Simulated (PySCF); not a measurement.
# Ionisation energy of Se²⁺ by level of theory

Se²⁺ [Ar] 3d10 4s2 4p2 (3P) → Se³⁺ [Ar] 3d10 4s2 4p1 (2P), as a difference of total energies. All numbers are calculated (PySCF 2.14, a scalar-relativistic core potential, in aug-cc-pwCVTZ-PP with ECP10MDF (8s7p6d4f1g, 96 functions)). Correlated levels: valence: 3s2 3p6 3d10 frozen; valence and next inner shell: nothing frozen outside the core potential. The calculations carry no spin-orbit coupling.

```json
{"method": "UHF", "ionisation energy (eV)": "30.994"}
{"method": "LDA", "ionisation energy (eV)": "31.641"}
{"method": "PBE", "ionisation energy (eV)": "31.465"}
{"method": "PBE0", "ionisation energy (eV)": "31.551"}
{"method": "r2SCAN", "ionisation energy (eV)": "31.786"}
{"method": "wB97X-V", "ionisation energy (eV)": "31.324"}
{"method": "r2SCAN0", "ionisation energy (eV)": "31.784"}
{"method": "wB97X", "ionisation energy (eV)": "31.331"}
{"method": "HSE06", "ionisation energy (eV)": "31.539"}
{"method": "MP2 (valence)", "ionisation energy (eV)": "31.403"}
{"method": "SCS-MP2 (valence)", "ionisation energy (eV)": "31.326"}
{"method": "MP2 (valence and next inner shell)", "ionisation energy (eV)": "31.603"}
{"method": "SCS-MP2 (valence and next inner shell)", "ionisation energy (eV)": "31.471"}
```

**Question.** How much does correlation contribute at MP2 (valence and next inner shell)?

**Answer.** 31.603 − (30.994) = 0.609 eV, measured against UHF.

The reference lies between the lowest fine-structure levels, while these numbers refer to the centres of the terms.

Errors of the correlated levels include the incompleteness of this basis and the frozen core.

For comparison: 31.697 ± 0.019 eV (measured; NIST Atomic Spectra Database, ionization energies).
